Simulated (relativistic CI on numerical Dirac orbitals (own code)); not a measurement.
What each ingredient does to the levels of Tl²⁸⁺

Base calculation: Dirac-Coulomb-Breit CI, KLI orbitals optimised for each configuration, a model potential for QED, unscaled Slater integrals.

CI space (outside the closed core [Ar] 3d10): 4s2.4p6.4d10.4f7, 4s2.4p6.4d10.4f6.5s, 4s2.4p6.4d9.4f8, 4s2.4p6.4d10.4f5.5s2, 4s2.4p6.4d10.4f6.5p, 4s2.4p5.4d10.4f8, 4s.4p6.4d10.4f8, 4s2.4p6.4d10.4f6.6s, 4p6.4d10.4f9. Levels of other configurations are missing.

Variants: (1) Breit term removed; (2) non-relativistic limit. Shifts of the energy above 4s2.4p6.4d10.4f7 8S°_7/2, in cm⁻¹, for the lowest level and the first level of each name with at least 55 % of one term (blank where a level changes its place among those of its configuration and J or its character, or is not in the variant):

| Level | Base | Δ(1) | Δ(2) |
| --- | --- | --- | --- |
| 4s2.4p6.4d10.4f7 8S°_7/2 | 0.0 | 0.0 | 0.0 |
| 4s2.4p6.4d10.4f7 6P°_3/2 | 90300.1 | -93.7 | +3497.0 |
| 4s2.4p6.4d10.4f7 6I°_17/2 | 92646.2 | +2981.2 | +6843.1 |
| 4s2.4p6.4d10.4f7 6I°_11/2 | 97590.0 | +1080.5 | +1899.2 |
| 4s2.4p6.4d10.4f7 6I°_13/2 | 101041.8 | +1987.7 | -1552.5 |
| 4s2.4p6.4d10.4f7 6I°_15/2 | 102471.9 | +2967.8 | -2982.7 |
| 4s2.4p6.4d10.4f7 6D°_1/2 | 125644.4 | +1046.7 | -15069.4 |
| 4s2.4p6.4d10.4f7 4N°_23/2 | 150958.6 | +6801.3 | +3364.6 |
| 4s2.4p6.4d10.4f7 4N°_21/2 | 158875.0 | +5886.2 | -4551.8 |
| 4s2.4p6.4d10.4f7 4L°_19/2 | 175990.0 | +5759.3 | -13898.4 |

At this charge energies of transitions that change n are usually good to better than 1 %, and those within a shell (Δn = 0) to a few per cent. Terms inside the open d or f shell come out 10 to 20 % too wide with unscaled integrals.

Ionisation energy from the two ground configurations alone: base 980.219 eV; Breit term removed 979.679 eV. The NIST ASD value (theoretical) is 990 eV.

LS names give the leading component of a level, which can be under half, so a name can repeat, a term be missing and a line seem to break the LS rules.
